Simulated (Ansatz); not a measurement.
Cartesian coordinates in Å:
```
S 1.715 1.908 0.762
C 1.507 0.105 0.657
Si 0.181 -0.228 -0.606
C -1.362 -1.162 -0.296
N -1.381 0.335 -0.160
H 0.417 2.189 0.968
H 2.469 -0.290 0.323
H 1.283 -0.321 1.635
H 0.665 -0.085 -1.997
H -1.889 -1.583 -1.152
H -1.578 -1.691 0.629
H -2.027 0.823 -0.762
```

The species carries charge 0 and has multiplicity 1.

(1) List the r2SCAN/def2-TZVPP orbital energies in eV (Ansatz). (An estimate is asked.)

Answers

(1) Ansatz gave: Occupied: -2409.24, -1791.07, -384.90, -273.89, -273.50, -213.63, -157.73, -157.64, -157.47, -141.52, -96.40, -96.38, -96.35, -23.18, -20.47, -16.75, -16.36, -13.50, -12.02, -11.54, -10.90, -10.25, -9.45, -8.53, -8.21, -7.25, -6.11, -5.56. Lowest empty: -0.63, 0.03, 0.90, 1.29, 1.35, 1.66, 2.08, 2.38.
